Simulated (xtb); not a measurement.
F4Se, charge -1, doublet, from a rough starting geometry (a state made from the parent by changing its charge; the spin is typed, not shown lowest); GFN2-xTB in xtb.

xtb was given this input:
```
$ xtb mol.xyz --gfn 2 --chrg -1 --uhf 1 --opt vtight --json

# file mol.xyz
5

Se    -0.03170258     0.02288682     0.58853957
F      0.99194618     1.33615206    -0.16913136
F      1.39217527    -0.96658534    -0.13962327
F     -0.99192647    -1.31656933    -0.15540141
F     -1.29226217     0.95218985    -0.15041594
```

Question: What does xtb print? Leave out banner, timings and long lists.

Answer: 
```
   ID    Z sym.   atoms
    1   34 Se     1
    2    9 F      2-5

           -------------------------------------------------
          |                Calculation Setup                |
           -------------------------------------------------

           -------------------------------------------------
          |                 G F N 2 - x T B                 |
           -------------------------------------------------

          ...................................................
          :                      SETUP                      :
          :.................................................:
          :  # basis functions                  26          :
          :  # atomic orbitals                  25          :
          :  # shells                           11          :
          :  # electrons                        35          :
          :  max. iterations                   250          :
          :  Hamiltonian                  GFN2-xTB          :
          :  restarted?                      false          :
          :  GBSA solvation                  false          :
          :  PC potential                    false          :
          :  electronic temp.          300.0000000     K    :
          :  accuracy                    1.0000000          :
          :  -> integral cutoff          0.2500000E+02      :
          :  -> integral neglect         0.1000000E-07      :
          :  -> SCF convergence          0.1000000E-05 Eh   :
          :  -> wf. convergence          0.1000000E-03 e    :
          :  Broyden damping             0.4000000          :
          :  net charge                         -1          :
          :  unpaired electrons                  1          :
          ...................................................

 iter      E             dE          RMSdq      gap      omega  full diag
   1    -22.2539225 -0.222539E+02  0.914E+00    0.19       0.0  T
   2    -22.2928873 -0.389647E-01  0.553E+00    0.04       1.0  T
   3    -22.2975364 -0.464916E-02  0.287E+00    0.04       1.0  T
   4    -22.2978695 -0.333097E-03  0.192E+00    0.03       1.0  T
   5    -22.2981024 -0.232884E-03  0.917E-01    0.05       1.0  T
   6    -22.2980224  0.799783E-04  0.833E-01    0.02       1.0  T
   7    -22.2982550 -0.232538E-03  0.459E-01    0.04       1.0  T
   8    -22.2983474 -0.924410E-04  0.730E-02    0.03       1.0  T
   9    -22.2983481 -0.654921E-06  0.479E-02    0.03       1.0  T
  10    -22.2983492 -0.112680E-05  0.108E-02    0.03       4.1  T
  11    -22.2983492 -0.340106E-07  0.774E-04    0.03      57.8  T
  12    -22.2983492  0.171600E-09  0.594E-04    0.03      75.3  T

   *** convergence criteria satisfied after 12 iterations ***

         :::::::::::::::::::::::::::::::::::::::::::::::::::::
         ::                     SUMMARY                     ::
         :::::::::::::::::::::::::::::::::::::::::::::::::::::
         :: total energy             -22.293798417725 Eh    ::
         :: gradient norm              0.178846405342 Eh/a0 ::
         :: HOMO-LUMO gap              0.030677405153 eV    ::
         ::.................................................::
         :: SCC energy               -22.298349056710 Eh    ::
         :: -> isotropic ES            0.164447538525 Eh    ::
         :: -> anisotropic ES         -0.008847045658 Eh    ::
         :: -> anisotropic XC         -0.010091881077 Eh    ::
         :: -> dispersion             -0.002651074044 Eh    ::
         :: repulsion energy           0.004550638985 Eh    ::
         :: add. restraining           0.000000000000 Eh    ::
         :: total charge              -1.000000000000 e     ::
         :::::::::::::::::::::::::::::::::::::::::::::::::::::

      -----------------------------------------------------------
     |                   =====================                   |
     |                        A N C O P T                        |
     |                   =====================                   |
     |               Approximate Normal Coordinate               |
     |                Rational Function Optimizer                |
      -----------------------------------------------------------
      -----------------------------------------------------------
     |                   =====================                   |
     |                        A N C O P T                        |
     |                   =====================                   |
     |               Approximate Normal Coordinate               |
     |                Rational Function Optimizer                |
      -----------------------------------------------------------

          ...................................................
          :                      SETUP                      :
          :.................................................:
          :   optimization level         verytight          :
          :   max. optcycles                   200          :
          :   ANC micro-cycles                  20          :
          :   degrees of freedom                 9          :
          :.................................................:
          :   RF solver                   davidson          :
          :   write xtbopt.log                true          :
          :   linear?                        false          :
          :   energy convergence         0.1000000E-06 Eh   :
          :   grad. convergence          0.2000000E-03 Eh/α :
          :   maxmium RF displ.          1.0000000          :
          :   Hlow (freq-cutoff)         0.1000000E-01      :
          :   Hmax (freq-cutoff)         5.0000000          :
          :   S6 in model hess.         20.0000000          :
          ...................................................

generating ANC from exact Hessian ...
Using Lindh-Hessian (1995)
 Shifting diagonal of input Hessian by    0.0000000000000000
 Lowest  eigenvalues of input Hessian
[...]
 * total energy  :   -22.3891381 Eh     change       -0.1108606E-02 Eh
 * total energy  :   -22.3910100 Eh     change       -0.1871894E-02 Eh
 * total energy  :   -22.3913921 Eh     change       -0.3821348E-03 Eh
 * total energy  :   -22.3914562 Eh     change       -0.6406148E-04 Eh
 * total energy  :   -22.3914888 Eh     change       -0.3267774E-04 Eh
 * total energy  :   -22.3915877 Eh     change       -0.9884737E-04 Eh
 * total energy  :   -22.3916783 Eh     change       -0.9065595E-04 Eh
 * total energy  :   -22.3916947 Eh     change       -0.1634395E-04 Eh
 * total energy  :   -22.3917089 Eh     change       -0.1420706E-04 Eh
 * total energy  :   -22.3917203 Eh     change       -0.1140138E-04 Eh
 * total energy  :   -22.3917289 Eh     change       -0.8626632E-05 Eh
 * total energy  :   -22.3917293 Eh     change       -0.3402236E-06 Eh
 * total energy  :   -22.3917293 Eh     change       -0.6419192E-07 Eh
   *** GEOMETRY OPTIMIZATION CONVERGED AFTER 28 ITERATIONS ***
[...]
          :  -> integral neglect         0.1000000E-07      :
          :  -> SCF convergence          0.1000000E-05 Eh   :
          :  -> wf. convergence          0.1000000E-03 e    :
          :  Broyden damping             0.4000000          :
          :  net charge                         -1          :
          :  unpaired electrons                  1          :
          ...................................................

 iter      E             dE          RMSdq      gap      omega  full diag
   1    -22.3926670 -0.223927E+02  0.177E-05    4.41       0.0  T
   2    -22.3926670 -0.142109E-13  0.865E-06    4.41    5171.0  T
   3    -22.3926670 -0.355271E-14  0.334E-06    4.41   13390.5  T

   *** convergence criteria satisfied after 3 iterations ***

         :::::::::::::::::::::::::::::::::::::::::::::::::::::
         ::                     SUMMARY                     ::
         :::::::::::::::::::::::::::::::::::::::::::::::::::::
         :: total energy             -22.391729315610 Eh    ::
         :: gradient norm              0.000015978691 Eh/a0 ::
         :: HOMO-LUMO gap              4.405312793350 eV    ::
         ::.................................................::
         :: SCC energy               -22.392666599334 Eh    ::
         :: -> isotropic ES            0.180874408576 Eh    ::
         :: -> anisotropic ES         -0.003212930236 Eh    ::
         :: -> anisotropic XC         -0.003928696764 Eh    ::
         :: -> dispersion             -0.002572694014 Eh    ::
         :: repulsion energy           0.000937283724 Eh    ::
         :: add. restraining           0.000000000000 Eh    ::
         :: total charge              -1.000000000000 e     ::
         :::::::::::::::::::::::::::::::::::::::::::::::::::::

           -------------------------------------------------
          |                Property Printout                |
           -------------------------------------------------

    * Orbital Energies and Occupations

         #    Occupation            Energy/Eh            Energy/eV
      -------------------------------------------------------------
         1        2.0000           -0.6191349             -16.8475
       ...           ...                  ...                  ...
         6        2.0000           -0.3516842              -9.5698
         7        2.0000           -0.3516757              -9.5696
         8        2.0000           -0.3287016              -8.9444
         9        2.0000           -0.3117587              -8.4834
        10        2.0000           -0.3068359              -8.3494
        11        2.0000           -0.3068254              -8.3491
        12        2.0000           -0.3017138              -8.2101
        13        2.0000           -0.2993157              -8.1448
        14        2.0000           -0.2986096              -8.1256
        15        2.0000           -0.2986011              -8.1253
        16        2.0000           -0.2974131              -8.0930
        17        2.0000           -0.2717708              -7.3953
        18        1.0000           -0.2231695              -6.0728 (HOMO)
        19                         -0.0612772              -1.6674 (LUMO)
        20                         -0.0612611              -1.6670
        21                          0.2476499               6.7389
        22                          0.2476924               6.7401
        23                          0.3194486               8.6926
        24                          0.4258816              11.5888
        25                          1.5630589              42.5330
      -------------------------------------------------------------
                  HL-Gap            0.1618923 Eh            4.4053 eV
             Fermi-level           -0.1948467 Eh           -5.3020 eV

     #   Z          covCN         q      C6AA      α(0)
     1  34 Se       2.983     0.334   224.887    26.130
     2   9 F        0.746    -0.333    12.714     4.211
     3   9 F        0.746    -0.333    12.714     4.211
     4   9 F        0.746    -0.334    12.715     4.211
     5   9 F        0.746    -0.333    12.714     4.211

 Mol. C6AA /au·bohr⁶  :        827.932506
 Mol. C8AA /au·bohr⁸  :      33425.793267
 Mol. α(0) /au        :         42.975772

Wiberg/Mayer (AO) data.
largest (>0.10) Wiberg bond orders for each atom

 ---------------------------------------------------------------------------
     #   Z sym  total        # sym  WBO       # sym  WBO       # sym  WBO
 ---------------------------------------------------------------------------
     1  34 Se   3.730 --     3 F    0.932     5 F    0.932     2 F    0.932
                             4 F    0.932
     2   9 F    1.090 --     1 Se   0.932
     3   9 F    1.090 --     1 Se   0.932
     4   9 F    1.090 --     1 Se   0.932
     5   9 F    1.090 --     1 Se   0.932
 ---------------------------------------------------------------------------

Topologies differ in total number of bonds
Writing topology from bond orders to xtbtopo.mol

molecular dipole:
                 x           y           z       tot (Debye)
 q only:       -0.026      -0.009       0.270
   full:       -0.026      -0.009       0.301       0.769
molecular quadrupole (traceless):
                xx          xy          yy          xz          yz          zz
 q only:       -4.516      -0.002      -4.515      -0.016       0.074       9.031
  q+dip:       -5.304      -0.002      -5.303      -0.019       0.087      10.608
   full:       -5.409      -0.002      -5.408      -0.020       0.089      10.818

optimized geometry written to: xtbopt.xyz

           -------------------------------------------------
          | TOTAL ENERGY              -22.391729315610 Eh   |
          | GRADIENT NORM               0.000015978691 Eh/α |
          | HOMO-LUMO GAP               4.405312793350 eV   |
           -------------------------------------------------

normal termination of xtb
```
